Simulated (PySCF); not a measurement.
**Phosphorus: a sound run and one with changed settings**

Sound run: P²⁺ [Ne] 3s2 3p1, P³⁺ [Ne] 3s2. Computed with PySCF 2.14 in aug-cc-pVDZ-DK, with scalar relativity by spin-free X2C-1e. In the sound run the correlated levels freeze [Ne]. The sound run starts from symmetry-adapted Hartree-Fock orbitals and uses a fine grid where one is needed.

Changed run: initial guess sap, at most 50 SCF cycles.

```tsv
species	method	sound run (hartree)	changed run (hartree)	converged
P²⁺	UHF	-340.45529	-340.45529	yes
P²⁺	MN15	-340.96051	-340.96051	yes
P²⁺	CCSD(T)	-340.51404	-340.51404	yes
P³⁺	M06-L	-339.85093	-339.85093	yes
P³⁺	MP2	-339.40103	-339.40103	yes
```

Here the plain start reaches the same solutions.
